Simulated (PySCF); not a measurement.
**Two-component Hartree-Fock for Ir⁴⁹⁺ (iridium, charge +49)**

Start: [Ar] 3d10. Calculated with PySCF 2.14 in an uncontracted even-tempered set (18 s from 4.4 bohr⁻², ratio 2.6; 15 p from 5.7 bohr⁻², ratio 2.6; 10 d from 5.7 bohr⁻², ratio 2.6; 5 f from 5.8 bohr⁻², ratio 2.8): generalised Hartree-Fock with the X2C-1e Hamiltonian and a Gaussian nucleus; spin-orbit coupling (SO) screened by Boettger's factors.

| spinor shell | electrons | ε, screened SO (eV) | weight of nominal j (screened SO) | rms radius, screened SO (bohr) |
| --- | --- | --- | --- | --- |
| 1s1/2 | 2 | -79156.4 | 1.000 | 0.0197 |
| 2s1/2 | 2 | -16111.7 | 1.000 | 0.0794 |
| 2p1/2 | 2 | -15533.6 | 1.000 | 0.0673 |
| 2p3/2 | 4 | -13891.9 | 1.000 | 0.0750 |
| 3s1/2 | 2 | -5668.1 | 1.000 | 0.199 |
| 3p1/2 | 2 | -5415.6 | 1.000 | 0.190 |
| 3p3/2 | 4 | -5033.1 | 1.000 | 0.204 |
| 3d3/2 | 4 | -4629.2 | 1.000 | 0.179 |
| 3d5/2 | 6 | -4546.3 | 1.000 | 0.182 |

```json
{"quantity": "E (hartree)", "screened SO": "-16076.76287"}
{"quantity": "M_J", "screened SO": "0"}
{"quantity": "⟨J²⟩", "screened SO": "0.000"}
{"quantity": "⟨L²⟩", "screened SO": "0.073"}
{"quantity": "⟨S²⟩", "screened SO": "0.073"}
```

Breit and QED terms are absent; they matter most for the inner s and p1/2 levels.

Densities and radii are taken from the X2C orbitals without a picture-change correction, which distorts them close to the nucleus.
